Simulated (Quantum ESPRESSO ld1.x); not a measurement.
Values are calculated unless marked as measured or tabulated.
Orbital energies (hartree) of the palladium ion Pd+, [Kr] 4d9: non-relativistic, with first-order perturbation theory as ld1.x prints it (mass-velocity, Darwin and spin-orbit terms), and from the self-consistent Dirac equation with open shells shared by 2j + 1. Spin-unpolarised spherical Kohn-Sham, PW91, point nucleus, ld1.x of Quantum ESPRESSO 7.5.

[
 {"orbital": "1s1/2", "non-rel.": "-861.722", "first order": "-890.754", "Dirac": "-888.131"},
 {"orbital": "2s1/2", "non-rel.": "-123.664", "first order": "-130.805", "Dirac": "-129.996"},
 {"orbital": "2p1/2", "non-rel.": "-114.899", "first order": "-121.670", "Dirac": "-120.620"},
 {"orbital": "2p3/2", "non-rel.": "-114.899", "first order": "-116.199", "Dirac": "-114.759"},
 {"orbital": "3s1/2", "non-rel.": "-22.5242", "first order": "-24.0329", "Dirac": "-23.7793"},
 {"orbital": "3p1/2", "non-rel.": "-19.0205", "first order": "-20.3641", "Dirac": "-20.0779"},
 {"orbital": "3p3/2", "non-rel.": "-19.0205", "first order": "-19.4175", "Dirac": "-19.0565"},
 {"orbital": "3d3/2", "non-rel.": "-12.5495", "first order": "-12.8448", "Dirac": "-12.4997"},
 {"orbital": "3d5/2", "non-rel.": "-12.5495", "first order": "-12.6403", "Dirac": "-12.2960"},
 {"orbital": "4s1/2", "non-rel.": "-3.3122", "first order": "-3.5999", "Dirac": "-3.5541"},
 {"orbital": "4p1/2", "non-rel.": "-2.2316", "first order": "-2.4537", "Dirac": "-2.4105"},
 {"orbital": "4p3/2", "non-rel.": "-2.2316", "first order": "-2.3022", "Dirac": "-2.2463"},
 {"orbital": "4d3/2", "non-rel.": "-0.5477", "first order": "-0.5763", "Dirac": "-0.5505"},
 {"orbital": "4d5/2", "non-rel.": "-0.5477", "first order": "-0.5583", "Dirac": "-0.5328"}
]

First order keeps the non-relativistic potential frozen, so it lacks the indirect effect: the contracted s and p shells screen the nucleus better and push d and f levels up in the self-consistent Dirac solution.
